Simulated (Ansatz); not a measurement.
Stepwise reaction of `Cl[SiH2][GeH2][Cl]` with hydrogen, as a gas-phase model of exchange steps in deposition or etching. ΔE in kJ/mol; ΔG adds harmonic PBE0-D4 terms to CCSD(T)/CBS, at 1 bar.

Program: Ansatz. Geometries: PBE0-D4/def2-TZVP. ΔE: electronic, gas phase. CCSD(T)/CBS is the MP2 limit (def2-TZVPP, def2-QZVPP) plus CCSD(T) − MP2 in def2-TZVPP, frozen cores. This one scheme is used for every species. Functionals use def2-TZVPP. B3LYP here is the variant with VWN-RPA as its local correlation; programs differ in this. For Ge outer-core shells are correlated without core-valence functions, which leaves a few kJ/mol of doubt a bond. Scalar relativity is left out up to krypton. One conformer a species, not always the lowest.

| step | reaction | PBE-D4 | B3LYP-D4 | ωB97M-V | CCSD(T)/CBS | ΔG(600 K) |
| --- | --- | --- | --- | --- | --- | --- |
| 1 | `Cl[SiH2][GeH2][Cl]` + H₂ → `[SiH3][GeH2][Cl]` + HCl | 67.4 | 67.2 | 67.7 | 67.5 | 59.4 |
| 2 | `[SiH3][GeH2][Cl]` + H₂ → `[SiH3][GeH3]` + HCl | 51.2 | 53.1 | 51.1 | 49.6 | 47.4 |

Task: By hand: ΔE of the 2 steps together at CCSD(T)/CBS.

Result: (67.5) + (49.6) = 117.1 kJ/mol, or 58.5 kJ/mol a step.

In ΔE each step is lower than the one before. All are uphill at CCSD(T)/CBS. ΔG lies between 47.4 and 59.4 kJ/mol a step. PBE-D4 differs from CCSD(T)/CBS by -0.1 to 1.6 kJ/mol a step. Isolated molecules leave out the surface, adducts and barriers. Largest T1 diagnostic: 0.012.
